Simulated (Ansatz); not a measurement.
Input file for Ansatz (a first-principles code): R-CCSD(T)/aug-cc-pVDZ on CH4N2 (a complex), monomers drawn apart or pushed together.

Ansatz 0.2 input:
```yaml
crystal:
  periodic: [false, false, false]
  atoms:
    - {symbol: C, position_ang: [0.02467954, -0.04913245, -0.08080792]}
    - {symbol: H, position_ang: [0.96421579, 0.39517783, 0.24492148]}
    - {symbol: H, position_ang: [-0.07877942, -1.04060640, 0.35789737]}
    - {symbol: H, position_ang: [-0.80434320, 0.57914786, 0.24195607]}
    - {symbol: H, position_ang: [0.01840399, -0.12948199, -1.16684915]}
    - {symbol: N, position_ang: [0.00007219, -0.26805825, 6.40948480]}
    - {symbol: N, position_ang: [-0.26428784, 0.78959964, 6.37392093]}
basis:
  gaussian:
    orbitals: aug-cc-pVDZ
magnetization: {spin_polarized: false}
correlation: {method: ccsd_t, electrons: outside_noble_gas}
scf: {lower_state_search: off}
```

The head of its log:

```
WARN ansatz: RAYON_NUM_THREADS=2 ignored (pool sized by the plan → 2); use --threads N
Functional definition: HF
these checks for a lower state are left out or cut short: stability, starts, cluster_reference, orbital_swaps, neighbouring_geometries, increment
integrals: 0.14 GiB planned
1034 factors; integrals over basis functions are off by at most 1.1e-3 eV
mean field: 0.19 GiB planned
mean field evaluation 1: about -4057.1570 eV, gradient 2.6e1 eV
mean field evaluation 2: about -4057.1631 eV, gradient 2.6e1 eV
mean field evaluation 4: about -4058.8633 eV, gradient 1.9e0 eV
mean field evaluation 8: about -4058.8786 eV, gradient 2.5e-4 eV
mean field -4058.87863058 eV, -149.1610384671 hartree, gradient 1.1e-6 eV, S^2 0.000000; 0 other end points of the search recorded, 0 dependent functions left out
3 core orbitals not correlated
reference -4058.87863058 eV, -149.1610384671 hartree; 9, 9 occupied and 93, 93 virtual orbitals, 1034 factors
```

Task: Give the final energy of this run.

Result: -149.6883 hartree (reference determinant -149.1610, T1 diagnostic 0.011).
